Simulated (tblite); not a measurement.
Compound: C₅H₈BF₃O.
Bonds: C1–C2 (triple), C2–B3, B3–O4, O4–C5, O4–C6, C6–C7, C7–F8, C7–F9, C7–F10. Hydrogens: H11 on C1; H12, H13 on B3; H14, H15, H16 on C5; H17, H18 on C6.
Bond orders are those of one Lewis drawing.

Computed with GFN2-xTB (tblite), gas phase: L-BFGS steps from a force-field or distance-geometry start until the largest atomic force falls under 0.01 eV/Å.

Geometry at step 26:
```
atom  x, y, z in Å
C1      2.6318    1.6882   -0.7910
C2      2.1875    0.6533   -0.3744
B3      1.6553   -0.7031    0.1151
O4     -0.0618   -0.5677   -0.2037
C5     -0.7250   -1.8230   -0.2333
C6     -0.6764    0.3888    0.6222
C7     -1.7480    1.2064   -0.1153
F8     -2.7451    0.4670   -0.6263
F9     -2.3188    2.0638    0.7443
F10    -1.2532    1.9227   -1.1202
H11     3.0469    2.5870   -1.1484
H12     1.7163   -0.8820    1.2895
H13     1.9810   -1.6129   -0.5652
H14    -0.6101   -2.3566    0.7152
H15    -0.2494   -2.3846   -1.0321
H16    -1.7817   -1.6851   -0.4611
H17    -1.1492   -0.0654    1.5048
H18     0.0911    1.1093    0.9282
```

Question: What forces act on the atoms?

Answer: 
| atom | Fx (eV/Å) | Fy (eV/Å) | Fz (eV/Å) |
| --- | --- | --- | --- |
| C1 | 0.076 | 0.135 | -0.010 |
| C2 | -0.013 | -0.101 | 0.045 |
| B3 | -0.041 | 0.027 | 0.011 |
| O4 | -0.020 | 0.090 | -0.012 |
| C5 | 0.016 | 0.046 | -0.032 |
| C6 | -0.044 | 0.053 | -0.015 |
| C7 | 0.006 | 0.002 | 0.011 |
| F8 | 0.026 | -0.064 | 0.049 |
| F9 | -0.012 | 0.024 | 0.006 |
| F10 | 0.040 | 0.003 | -0.025 |
| H11 | -0.048 | 0.007 | 0.007 |
| H12 | -0.020 | -0.014 | -0.004 |
| H13 | -0.037 | -0.038 | 0.002 |
| H14 | 0.014 | 0.023 | -0.014 |
| H15 | -0.005 | -0.110 | 0.002 |
| H16 | -0.038 | -0.065 | -0.021 |
| H17 | 0.068 | 0.041 | -0.007 |
| H18 | 0.032 | -0.062 | 0.006 |

The largest, 0.16 eV/Å, acts on C1; the rms over all components is 0.044 eV/Å. The forces sum to zero within rounding, as they must for an isolated molecule in no field.

Question: Give the force on C1 in Eh/bohr and in nN.

Answer: 0.155 eV/Å ÷ 51.422 = 0.00302 Eh/bohr, and 0.155 eV/Å × 1.602 = 0.25 nN.

Question: How far is this geometry from the end of the optimisation?

Answer: 0.064 eV above it, and 0.457 Å rms away after alignment. The bonds farthest from their final lengths, with half the difference of the two atoms' forces along the bond (positive lengthens):

| bond | now (Å) | final (Å) | force along bond (eV/Å) |
| --- | --- | --- | --- |
| B3–O4 | 1.752 | 1.732 | -0.01 |
| C6–C7 | 1.536 | 1.532 | -0.04 |
| C7–F9 | 1.342 | 1.338 | +0.01 |
| C2–B3 | 1.537 | 1.541 | -0.06 |
| C7–F10 | 1.330 | 1.333 | +0.02 |
| C7–F8 | 1.342 | 1.346 | 0.00 |

The angle farthest from its final value is C7–C6–H18, 105.8° against 108.4°.

The cost below is that of the whole relaxation. The run took 1.6 s of wall time on one thread of an Arm Neoverse N1, no GPU, shared host with 64 logical CPUs at a one-minute load of 60.
